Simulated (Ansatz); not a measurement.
Reaction (cleavage of the Ge–Al bond): `[CH3][AlH][GeH3]` + `O[SiH2]S` → `O[SiH2][S][GeH3]` + `[CH3][AlH2]`

Computed with Ansatz on PBE0-D4/def2-TZVP structures; ΔE is electronic, products minus reactants. CCSD(T)/CBS adds triple-zeta CCSD(T) − MP2 to the extrapolated MP2 energy (def2 sets, frozen cores). This one scheme is used for every species. Functionals use def2-TZVPP. For Ge outer-core shells are correlated without core-valence functions, which leaves a few kJ/mol of doubt a bond. Scalar relativity is left out up to krypton. Each species was taken in one conformer, which may not be the lowest.

```
             level  ΔE (kJ/mol)
               PBE         -4.0
            r2SCAN        -12.0
     HF/def2-TZVPP        -23.6
SCS-MP2/def2-QZVPP        -24.0
```

(1) What does CCSD(T)/CBS give? (Best estimate.)

Largest T1 diagnostic among the species: 0.012.

## Answers

(1) The calculation gave: -15.4 kJ/mol. The listed levels differ from it by 11.4, 3.4, -8.2, -8.6 kJ/mol.

From PBE to PBE0 (25 % exact exchange), in def2-TZVPP and without D4, ΔE moves by −4.3 kJ/mol. The D4 term adds −6.8 kJ/mol with B3LYP and −3.5 kJ/mol with PBE0; it sums over pairs of atoms, weighted by their polarisabilities, and B3LYP, whose exchange is more repulsive, gets the larger term.

B3LYP here is the variant with VWN-RPA as its local correlation; programs differ in this.
